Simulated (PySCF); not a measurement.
Compound: C₂H₃BF₄.
Numbering: `[F:1][BH:2][CH2:3][C:4]([F:5])([F:6])[F:7]` (hydrogens: H8 on B2; H9, H10 on C3)

Method: PBE0-D3(BJ)/def2-SVP geometry optimisation, gas phase (PySCF); density fitting, grid level 1; the optimiser is geomeTRIC in internal coordinates, started from a GFN2-xTB structure with every atom displaced at random (about 0.01 Å).

Step 1: E = -13644.5947 eV
```
atom  x, y, z in Å  |  force x, y, z in eV/Å
F1      2.5040   -0.7231    0.1611   -0.154   0.101  -0.085
B2      1.4134   -0.1314   -0.3039   -0.084  -0.045   0.054
C3      0.0873   -0.2748    0.5397   -0.263  -0.186  -0.115
C4     -1.1407    0.2712   -0.1598    1.594   0.075   0.032
F5     -2.2242    0.3031    0.5978   -0.328  -0.150  -0.004
F6     -0.8610    1.5240   -0.5378   -0.430   0.428  -0.133
F7     -1.3883   -0.4264   -1.2711   -0.406  -0.086   0.040
H8      1.4889    0.4981   -1.3356    0.109  -0.097   0.074
H9      0.2310    0.2716    1.4866   -0.025  -0.001   0.045
H10    -0.0698   -1.3322    0.8021   -0.012  -0.040   0.091
```

Step 2: E = -13644.6292 eV
```
atom  x, y, z in Å  |  force x, y, z in eV/Å
F1      2.4957   -0.7439    0.1897    0.035   0.029  -0.051
B2      1.4288   -0.1407   -0.3043   -0.022  -0.068   0.122
C3      0.0996   -0.2665    0.5266   -0.100   0.246  -0.291
C4     -1.1191    0.2900   -0.1674   -0.033   0.065  -0.038
F5     -2.1995    0.2589    0.6040   -0.299  -0.025   0.453
F6     -0.9563    1.5715   -0.5406    0.204  -0.257   0.036
F7     -1.4277   -0.4125   -1.2622    0.259  -0.023  -0.211
H8      1.5469    0.4706   -1.3383    0.032  -0.020  -0.003
H9      0.2390    0.2759    1.4777    0.007   0.000  -0.005
H10    -0.0670   -1.3231    0.7941   -0.083   0.052  -0.013
```

Step 3: E = -13644.6420 eV
```
atom  x, y, z in Å  |  force x, y, z in eV/Å
F1      2.5064   -0.7389    0.1767   -0.040  -0.024   0.071
B2      1.4272   -0.1455   -0.3007    0.003   0.014  -0.060
C3      0.0940   -0.2601    0.5243    0.052   0.053  -0.027
C4     -1.1219    0.2894   -0.1646    0.035   0.064  -0.049
F5     -2.2048    0.2471    0.6169   -0.033  -0.001   0.009
F6     -0.9487    1.5686   -0.5323   -0.003  -0.150   0.069
F7     -1.4046   -0.4083   -1.2716    0.021   0.031  -0.011
H8      1.5438    0.4582   -1.3387   -0.007   0.011  -0.027
H9      0.2323    0.2832    1.4752    0.012  -0.011   0.004
H10    -0.0830   -1.3137    0.7942   -0.039   0.012   0.021
```

**Question.** Estimate the geometry and energy of step 4. (The exact step hangs on the optimiser's Hessian estimate; all steps are aligned on step 3, rigid shifts and turns removed.)

**Answer.** E = -13644.6426 eV, largest force 0.156 eV/Å
```
atom  x, y, z in Å  |  force x, y, z in eV/Å
F1      2.4809   -0.7444    0.2032    0.094   0.040  -0.080
B2      1.4256   -0.1418   -0.3139   -0.036  -0.087   0.124
C3      0.0977   -0.2528    0.5177   -0.082   0.028  -0.030
C4     -1.1236    0.2875   -0.1613    0.043   0.034   0.027
F5     -2.2058    0.2289    0.6253    0.036  -0.015  -0.125
F6     -0.9563    1.5676   -0.5147   -0.056   0.035   0.019
F7     -1.3958   -0.3994   -1.2780   -0.059   0.007   0.041
H8      1.5584    0.4490   -1.3587    0.017  -0.024   0.017
H9      0.2410    0.2902    1.4681    0.020  -0.006  -0.010
H10    -0.0816   -1.3048    0.7916    0.023  -0.012   0.016
```

The energy changes by -0.0005 eV. The first-order estimate −F·Δx gives -0.0067 eV and the mean of the old and new forces, exact on a quadratic surface, +0.0002 eV. The step makes an angle of 63° with the force vector and moves no atom by more than 0.037 Å.

What follows is the cost of the whole optimisation. On one thread of an Arm Neoverse V1, shared host with 32 logical CPUs at a one-minute load of 7.2, this took 41 s and 0.46 GiB of memory at its peak.
